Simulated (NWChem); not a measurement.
Everything below was run with NWChem. System: disilazane (H$_{7}$NSi$_{2}$), charge 0, spin multiplicity 1, at a geometry optimised with PBE/def2-SVP. Level: MP2/6-31G* (spherical d), 11 core orbitals frozen.

Part of the output:

```
             Northwest Computational Chemistry Package (NWChem) 7.3.0
             --------------------------------------------------------

                                NWChem Input Module
                                -------------------

 Scaling coordinates for geometry "geometry" by  1.889725989
 (inverse scale =  0.529177249)

 Turning off AUTOSYM since
 SYMMETRY directive was detected!

                             Geometry "geometry" -> ""
                             -------------------------

 Output coordinates in angstroms (scale by  1.889725989 to convert to a.u.)

  No.       Tag          Charge          X              Y              Z
 ---- ---------------- ---------- -------------- -------------- --------------
    1 Si                  14.0000    -0.11371500    -0.07150000    -1.58450500
    2 N                    7.0000     0.52920400     0.32249700     0.00000000
    3 Si                  14.0000    -0.11371500    -0.07150000     1.58450500
    4 H                    1.0000     1.00649800    -0.44468500    -2.52045000
    5 H                    1.0000    -1.04915700    -1.23408700    -1.41145500
    6 H                    1.0000    -0.87487500     1.05965300    -2.23393500
    7 H                    1.0000     1.31465800     0.98275500     0.00000000
    8 H                    1.0000    -0.87487500     1.05965300     2.23393500
    9 H                    1.0000     1.00649800    -0.44468500     2.52045000
   10 H                    1.0000    -1.04915700    -1.23408700     1.41145500

 Effective nuclear repulsion energy (a.u.)     154.4114372340

            Nuclear Dipole moment (a.u.)
            ----------------------------
        X                 Y               Z
 ---------------- ---------------- ----------------
    -0.0000037795    -0.0000075589     0.0000000000

      Symmetry information
      --------------------

 Group name             Cs
 Group number              2
 Group order               2
 No. of unique centers     6

      Symmetry unique atoms

     1    2    4    5    6    7


 Summary of "ao basis" -> "" (spherical)
 ------------------------------------------------------------------------------
       Tag                 Description            Shells   Functions and Types
 ---------------- ------------------------------  ------  ---------------------
 *                           6-31g*                   on all atoms

 Summary of "ao basis" -> "ao basis" (spherical)
 ------------------------------------------------------------------------------
       Tag                 Description            Shells   Functions and Types
 ---------------- ------------------------------  ------  ---------------------
 Si                          6-31g*                  8       18   4s3p1d
 N                           6-31g*                  6       14   3s2p1d
 H                           6-31g*                  2        2   2s

                                 NWChem SCF Module
                                 -----------------

  ao basis        = "ao basis"
  functions       =    64
  atoms           =    10
  closed shells   =    21
  open shells     =     0
  charge          =   0.00
  wavefunction    = RHF
  use symmetry    = T
  symmetry adapt  = T

 Summary of "ao basis" -> "ao basis" (spherical)
 ------------------------------------------------------------------------------
       Tag                 Description            Shells   Functions and Types
 ---------------- ------------------------------  ------  ---------------------
 Si                          6-31g*                  8       18   4s3p1d
 N                           6-31g*                  6       14   3s2p1d
 H                           6-31g*                  2        2   2s

      Symmetry analysis of basis
      --------------------------

        a'         36
        a"         28

 Forming initial guess at       0.1s

      Superposition of Atomic Density Guess
      -------------------------------------

 Sum of atomic energies:        -635.41598106

      Non-variational initial energy
      ------------------------------

 Total energy =    -636.532122
 1-e energy   =   -1185.390985
 2-e energy   =     394.447425
[...]
     8     -0.176491   1 Si py               40      0.176491   3 Si py
     9      0.172712   1 Si pz               41      0.172712   3 Si pz
    52     -0.153113   4 H  s                62      0.153113   9 H  s

 Vector   21  Occ=2.000000D+00  E=-3.902329D-01  Symmetry=a'
              MO Center=  2.4D-01,  3.3D-01, -3.1D-14, r^2= 3.5D+00
   Bfn.  Coefficient  Atom+Function         Bfn.  Coefficient  Atom+Function
  ----- ------------  ---------------      ----- ------------  ---------------
    22      0.364410   2 N  py               26      0.357687   2 N  py
    21     -0.284238   2 N  px               25     -0.282157   2 N  px
    56     -0.227191   6 H  s                60     -0.227191   8 H  s
    52      0.164855   4 H  s                62      0.164855   9 H  s

 Vector   22  Occ=0.000000D+00  E= 1.283831D-01  Symmetry=a'
              MO Center=  7.9D-03,  1.0D-01, -6.3D-16, r^2= 7.5D+00
   Bfn.  Coefficient  Atom+Function         Bfn.  Coefficient  Atom+Function
  ----- ------------  ---------------      ----- ------------  ---------------
    24      1.059039   2 N  s                13     -0.611836   1 Si pz
    45      0.611836   3 Si pz               11     -0.396533   1 Si px
    43     -0.396533   3 Si px               12     -0.364452   1 Si py
    44     -0.364452   3 Si py               54     -0.271199   5 H  s
    64     -0.271199  10 H  s

 Vector   23  Occ=0.000000D+00  E= 1.771494D-01  Symmetry=a"
              MO Center= -4.6D-02,  7.5D-02, -2.1D-14, r^2= 9.1D+00
   Bfn.  Coefficient  Atom+Function         Bfn.  Coefficient  Atom+Function
  ----- ------------  ---------------      ----- ------------  ---------------
    12      0.781166   1 Si py               44     -0.781166   3 Si py
    54      0.649293   5 H  s                64     -0.649293  10 H  s
    11      0.640378   1 Si px               43     -0.640378   3 Si px
    13      0.578834   1 Si pz               45      0.578834   3 Si pz
    27      0.400664   2 N  pz

 Vector   24  Occ=0.000000D+00  E= 1.812548D-01  Symmetry=a'
              MO Center= -6.5D-01,  7.1D-02,  3.7D-14, r^2= 5.9D+00
   Bfn.  Coefficient  Atom+Function         Bfn.  Coefficient  Atom+Function
  ----- ------------  ---------------      ----- ------------  ---------------
    11      0.941324   1 Si px               43      0.941324   3 Si px
    52     -0.787476   4 H  s                62     -0.787476   9 H  s
    54      0.371288   5 H  s                64      0.371288  10 H  s
    13     -0.357059   1 Si pz               45      0.357059   3 Si pz
    25     -0.325983   2 N  px               56      0.278874   6 H  s

 center of mass
 --------------
 x =   0.01283850 y =   0.00632508 z =  -0.00000000

 moments of inertia (a.u.)
 ------------------
         627.817637603735         -14.227540268010           0.000000000000
         -14.227540268010         641.174529890753           0.000000000000
           0.000000000000           0.000000000000          73.683551839243

  Mulliken analysis of the total density
  --------------------------------------

    Atom       Charge   Shell Charges
 -----------   ------   -------------------------------------------------------
    1 Si  14    13.15   2.00  2.00  5.98  0.88  1.70  0.17  0.19  0.24
    2 N    7     8.12   2.00  0.74  2.47  0.91  2.00  0.01
    3 Si  14    13.15   2.00  2.00  5.98  0.88  1.70  0.17  0.19  0.24
    4 H    1     1.16   0.50  0.66
    5 H    1     1.15   0.50  0.65
    6 H    1     1.17   0.50  0.67
    7 H    1     0.62   0.48  0.14
    8 H    1     1.17   0.50  0.67
    9 H    1     1.16   0.50  0.66
   10 H    1     1.15   0.50  0.65

       Multipole analysis of the density wrt the origin
       ------------------------------------------------

     L   x y z        total         open         nuclear
     -   - - -        -----         ----         -------
     0   0 0 0     -0.000000      0.000000     42.000000

     1   1 0 0      0.264059      0.000000     -0.000004
     1   0 1 0      0.268642      0.000000     -0.000008
     1   0 0 1      0.000000      0.000000      0.000000

     2   2 0 0    -27.242121      0.000000     35.029086
     2   1 1 0      1.661829      0.000000      9.122413
     2   1 0 1      0.000000      0.000000      0.000000
     2   0 2 0    -27.665957      0.000000     26.869190
     2   0 1 1      0.000000      0.000000     -0.000000
     2   0 0 2    -28.456886      0.000000    346.282709

                   NWChem MP2 Semi-direct Energy/Gradient Module
                   ---------------------------------------------

  Basis functions       =     64
  Molecular orbitals    =     64
  Frozen core           =     11
  Frozen virtuals       =      0
  Active alpha occupied =     10
  Active beta occupied  =     10
  Active alpha virtual  =     43
  Active beta virtual   =     43
  Use MO symmetry       = T
  Use skeleton AO sym   = T

  AO/Fock/Back tols     =   1.0D-09  1.0D-09  1.0D-09

 GA uses MA = F    GA memory limited = T

 Available:
  local mem=  1.26D+08
 global mem=  1.44D+08
 local disk=  0.00D+00
  mp2_memr nvloc                    43
  nvloc new                    43
   1 passes of  10:        3145728                      19320                   2980787.
   1 passes of  10: M    126153184           G      144171008           F     123007456.

 Semi-direct pass number   1 of   1  for RHF alpha+beta  at        1.0s
  vrange nnbf                  2034
  mp2_eaftype                    11  avail_ma_in_mb                  1099
 EAF : mp2_eaftype filesize          11    1490393.
  mp2_eaf for mointskh                     11
Node 0 wrote      7.0 Mb in      0.0 s     Agg I/O rate:  2173.4 Mb/s
 Done moints_semi at        3.6s
  mp2_eaftype                    11  avail_ma_in_mb                  1088
 EAF : mp2_eaftype filesize          11    1490393.
  mp2_eaf for kh                    11
 Done maket at        3.7s
 Done multipass loop at        3.7s

          -------------------------------------------
          SCF energy                -636.381943599435
          Correlation energy          -0.320670816759
          Singlet pairs               -0.220450728317
          Triplet pairs               -0.100220088442
          Total MP2 energy          -636.702614416194
          -------------------------------------------

          ---------------------------------------------------
                    Spin Component Scaled (SCS) MP2
          Same spin pairs                     -0.066813392295
          Same spin scaling factor             0.333333333333
          Opposite spin pairs                 -0.253857424465
          Opposite spin scaling fact.          1.200000000000
          SCS-MP2 correlation energy          -0.326900040122
          Total SCS-MP2 energy              -636.708843639557
          ---------------------------------------------------

 -----------------------
 Performance information
 -----------------------

 Timer overhead =  2.31D-07 seconds/call

               Nr. of calls         CPU time (s)                 Wall time (s)                GFlops
             ---------------    -------------------     ------------------------------   -------------------
Name         Min   Avg   Max    Min     Avg     Max     Min     Avg     Max   Mx/calls   Min     Max     Sum
mp2: moin     1     1     1    2.6     2.6     2.6      2.6     2.6     2.6     2.6      0.0     0.0     0.0
mp2: make     1     1     1   7.12E-2 7.12E-2 7.12E-2  7.12E-2 7.12E-2 7.12E-2 7.12E-2   0.0     0.0     0.0
mp2: tota     1     1     1    2.7     2.7     2.7      2.7     2.7     2.7     2.7      0.0     0.0     0.0

 The average no. of pstat calls per process was 3.00D+00
 with a timing overhead of 6.93D-07s

 Task  times  cpu:        3.7s     wall:        3.7s

 Total times  cpu:        3.7s     wall:        3.7s
```

Task: Write an NWChem input that would produce this output.

Result: One answer among several that fit: 
```
start mol
memory heap 200 mb stack 900 mb global 1100 mb
geometry units angstroms nocenter noautoz
  Si    -0.113715    -0.071500    -1.584505
  N      0.529204     0.322497     0.000000
  Si    -0.113715    -0.071500     1.584505
  H      1.006498    -0.444685    -2.520450
  H     -1.049157    -1.234087    -1.411455
  H     -0.874875     1.059653    -2.233935
  H      1.314658     0.982755     0.000000
  H     -0.874875     1.059653     2.233935
  H      1.006498    -0.444685     2.520450
  H     -1.049157    -1.234087     1.411455
  symmetry group Cs
end
basis spherical
  * library 6-31g*
end
scf
  rhf
  nopen 0
  maxiter 100
  thresh 1e-7
  semidirect memsize 60000000 filesize 0
end
mp2
  freeze core 11
end
task mp2 energy
```
